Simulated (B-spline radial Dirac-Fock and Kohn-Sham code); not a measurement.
Dipole and non-dipole photoemission parameters of Ho²⁺ 3p1/2

System: holmium as Ho²⁺, [Xe] 4f11; threshold 1925.5 eV (orbital energy of the model). Model: Dirac-Hartree-Slater photoionisation with a Latter tail; cross sections with all multipoles, angular parameters from the dipole term and its interference with E2. Program: a B-spline atomic structure program.

```csv
hν (eV),σ (kb),β,γ,δ
2620,42.2,1.394,0.286,0.035
2770,38.9,1.445,0.211,0.024
2860,37.1,1.468,0.172,0.019
4420,17.6,1.597,0.001,0.001
4430,17.5,1.597,0.001,0.001
5414.7,11.8,1.597,0.107,0.003
5430,11.7,1.597,0.109,0.003
6000,?,?,?,?
6290,8.63,1.586,0.234,0.005
8047.8,5.03,1.551,0.509,0.013
15000,1.11,1.401,1.405,0.059
```

Q: Give the values at 6000 eV.

A: σ = 9.53 kb, β = 1.590, γ = 0.190, δ = 0.004.

Values without a named source are computed, but for edge energies of neutral atoms, which are taken from tables.
